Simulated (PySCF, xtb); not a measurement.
C₃H₅FSi, SMILES FC=C=C[SiH3].

Harmonic wavenumbers (cm⁻¹) from GFN2-xTB (xtb) at its own minimum, in rising order: 62, 99, 180, 236, 392, 508, 533, 581, 659, 719, 774, 779, 784, 833, 986, 1125, 1187, 1369, 2067, 2252, 2263, 2301, 3012, 3058.

**Question.** What does PBE0-D3(BJ)/def2-SVP (PySCF 2.14.0) give at its own minimum? (Estimate from the structure and the level; the computed values follow.)

**Answer.** 88, 104, 198, 266, 421, 561, 625, 666, 765, 777, 879, 916, 936, 947, 1046, 1174, 1258, 1442, 2096, 2229, 2232, 2258, 3132, 3215. Paired by order, the mean absolute difference is 69 cm⁻¹ and the zero-point energies are 38.3 and 40.4 kcal/mol.
